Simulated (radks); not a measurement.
Results of a calculation; reference values are marked as such.
Species: Er LX. Configuration: [He] 2s2 2p5. Level of theory: non-relativistic Kohn-Sham, LB94 model potential, spin-polarised, spherical densities, point nucleus; open shells are filled with parallel spins first (spin-orbit coupling, left out, can overturn this in heavy ions); relativity is left out, which matters for an element this heavy (a radial shooting solver on a logarithmic mesh with Libxc functionals).

Radial electron density D(r) = 4 pi r^2 rho(r):

r (bohr),D(r) (e/bohr),spin D(r)
0.001572,5.516,0.000353
0.001745,6.634,0.000507
0.001952,8.070,0.000752
0.002183,9.783,0.00112
0.002422,11.66,0.00163
0.002709,14.03,0.00245
0.003006,16.59,0.00359
0.003362,19.77,0.00540
0.003731,23.16,0.00791
0.004173,27.28,0.0119
0.00463,31.57,0.0174
0.005179,36.66,0.0261
0.005793,42.21,0.0390
0.006428,47.69,0.0564
0.00719,53.83,0.0836
0.007978,59.59,0.120
0.008923,65.65,0.176
0.009901,70.90,0.249
0.01107,75.86,0.360
0.01229,79.54,0.503
0.01374,82.22,0.714
0.01537,83.34,1.00
0.01706,82.91,1.36
0.01908,80.91,1.86
0.02117,77.88,2.45
0.02368,73.84,3.24
0.02628,69.99,4.14
0.02939,66.52,5.27
0.03261,64.62,6.46
0.03648,64.59,7.85
0.0408,66.87,9.25
0.04527,70.79,10.5
0.05063,76.08,11.6
0.05618,80.80,12.2
0.06284,84.13,12.4
0.06973,84.27,12.1
0.07799,80.33,11.1
0.08654,72.74,9.73
0.0968,61.10,7.90
0.1083,47.44,5.95
0.1201,34.68,4.24
0.1344,22.54,2.69
0.1491,13.72,1.60
0.1668,7.161,0.820
0.1851,3.478,0.392
0.207,1.387,0.154
0.2297,0.5099,0.0560
0.2569,0.1457,0.0158
0.2873,0.03401,0.00366
0.3188,0.007198,0.000770
0.3566,0.001061,0.000113
0.3957,0.0001397,0.0000148

D(r) has 2 maxima, at r = 0.0157, 0.0665 bohr, and minima at 0.0345 bohr, inside which lie 2.17 electrons.
